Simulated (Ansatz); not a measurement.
`FB(F)C[SiH3]` + HCl → `FB(Cl)C[SiH3]` + H–F  (ligand exchange at a B–F bond)

Computed with Ansatz on PBE0-D4/def2-TZVP structures; ΔE is electronic, products minus reactants. CCSD(T)/CBS adds triple-zeta CCSD(T) − MP2 to the extrapolated MP2 energy (def2 sets, frozen cores). This one scheme is used for every species. Functionals use def2-TZVPP. B3LYP here is the variant with VWN-RPA as its local correlation; programs differ in this. One conformer a species, not always the lowest.

`FB(F)C[SiH3]`:

```xyz
10

F    -1.561    1.847   -0.450
B    -1.213    0.889    0.395
F    -2.202    0.314    1.061
C     0.257    0.442    0.565
Si    0.738   -0.929   -0.639
H     0.432    0.052    1.571
H     0.941    1.275    0.380
H    -0.121   -2.122   -0.425
H     2.157   -1.308   -0.418
H     0.573   -0.461   -2.039
```

HCl:

```xyz
2

Cl    0.008    0.373   -0.519
H    -0.008   -0.373    0.519
```

`FB(Cl)C[SiH3]`:

```xyz
10

F     0.988   -0.848    2.089
B     1.089   -0.743    0.776
Cl    1.765   -2.129   -0.073
C     0.589    0.512    0.032
Si   -1.199    0.313   -0.545
H     0.616    1.389    0.686
H     1.178    0.710   -0.867
H    -1.651    1.576   -1.183
H    -1.296   -0.794   -1.529
H    -2.079    0.012    0.613
```

H–F:

Cartesian coordinates in Å:
```
F -0.134 -0.066 0.435
H 0.134 0.066 -0.435
```

CCSD(T)/CBS gives +14.0 kcal/mol.

(1) Another level gave +15.3 kcal/mol. Which?
A. PBE/def2-TZVPP
B. r2SCAN/def2-TZVPP
C. B3LYP/def2-TZVPP
D. HF/def2-TZVPP

Largest T1 diagnostic among the species: 0.012.

## Answers

(1) B. r2SCAN 15.3, PBE 14.2, HF/def2-TZVPP 19.4, B3LYP 16.9 kcal/mol.

The D4 term adds −1.5 kcal/mol with B3LYP and −0.8 kcal/mol with PBE0; it sums over pairs of atoms, weighted by their polarisabilities, and B3LYP, whose exchange is more repulsive, gets the larger term. In def2-TZVPP, CCSD(T) changes the Hartree–Fock value by −4.4 kcal/mol (the triples alone add −0.9 kcal/mol) and MP2 by −6.1 kcal/mol.
